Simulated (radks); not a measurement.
Pd+, configuration [Kr] 4d9 (the NIST ground configuration).

All-electron calculation, scalar-relativistic Kohn-Sham, AM05, spin-polarised, spherical densities, finite nucleus; open shells are filled with parallel spins first (spin-orbit coupling, left out, can overturn this in heavy ions); Fermi nuclear charge, rms radius 4.5318 fm. Program: a radial shooting solver on a logarithmic mesh with Libxc functionals.

Energy parts (eV):
| part | energy |
|---|---|
| total | -137170.625 |
| kinetic | 142243.699 |
| electron-nucleus | -331095.961 |
| Hartree | 55463.954 |
| exchange-correlation | -3782.316 |

Orbitals (lengths in bohr, moments of r in powers of bohr; r(90%) holds 90 % of the orbital's charge):
\begin{tabular}{lrrrrrr}
orbital & occ. & eigenvalue (eV) & <r^4> & <1/r> & r(90%) & <r> \\ \hline
1s up & 1 & -24147.86 & 4.897e-06 & 48.19 & 0.0572 & 0.03188 \\
1s down & 1 & -24147.86 & 4.897e-06 & 48.19 & 0.0572 & 0.03188 \\
2s up & 1 & -3536.120 & 0.0008776 & 10.93 & 0.214 & 0.1385 \\
2s down & 1 & -3535.960 & 0.0008776 & 10.93 & 0.214 & 0.1385 \\
2p up & 3 & -3172.874 & 0.0006283 & 10.58 & 0.197 & 0.1207 \\
2p down & 3 & -3172.749 & 0.0006282 & 10.58 & 0.196 & 0.1207 \\
3s up & 1 & -646.3093 & 0.04185 & 3.822 & 0.560 & 0.3798 \\
3s down & 1 & -646.2068 & 0.04182 & 3.822 & 0.560 & 0.3798 \\
3p up & 3 & -526.9375 & 0.04496 & 3.643 & 0.571 & 0.3791 \\
3p down & 3 & -526.8233 & 0.04493 & 3.643 & 0.571 & 0.3791 \\
3d up & 5 & -337.0136 & 0.04401 & 3.418 & 0.567 & 0.3578 \\
3d down & 5 & -336.8535 & 0.04396 & 3.418 & 0.567 & 0.3578 \\
4s up & 1 & -96.7976 & 1.557 & 1.458 & 1.38 & 0.9455 \\
4s down & 1 & -96.1486 & 1.555 & 1.459 & 1.38 & 0.9451 \\
4p up & 3 & -62.6694 & 2.462 & 1.304 & 1.54 & 1.041 \\
4p down & 3 & -62.0016 & 2.463 & 1.305 & 1.54 & 1.040 \\
4d up & 5 & -14.9005 & 13.98 & 0.9327 & 2.34 & 1.455 \\
4d down & 4 & -14.2632 & 14.68 & 0.9290 & 2.37 & 1.465 \\
5s up & 0 & -11.0848 & 138.4 & 0.4470 & 4.24 & 2.859 \\
5s down & 0 & -10.7975 & 146.1 & 0.4409 & 4.30 & 2.895 \\
5p up & 0 & -6.1585 & 447.5 & 0.3352 & 5.70 & 3.770 \\
5p down & 0 & -6.0104 & 477.5 & 0.3291 & 5.80 & 3.831 \\
\end{tabular}

The highest occupied level is 4d down at -14.263 eV. The density falls to 0.001 e/bohr^3 at r = 3.65 bohr. Summed over all electrons, <r^2> = 35.96 bohr^2, which gives a Langevin (diamagnetic) susceptibility term of -28.5 x 10^-6 cm^3/mol. The electron density at the nucleus is 1.356e+05 e/bohr^3 (large components only). The spin density at the nucleus is -0.6489 e/bohr^3 (1s -0.0290, 2s -0.2899, 3s 0.0172, 4s -0.3472).
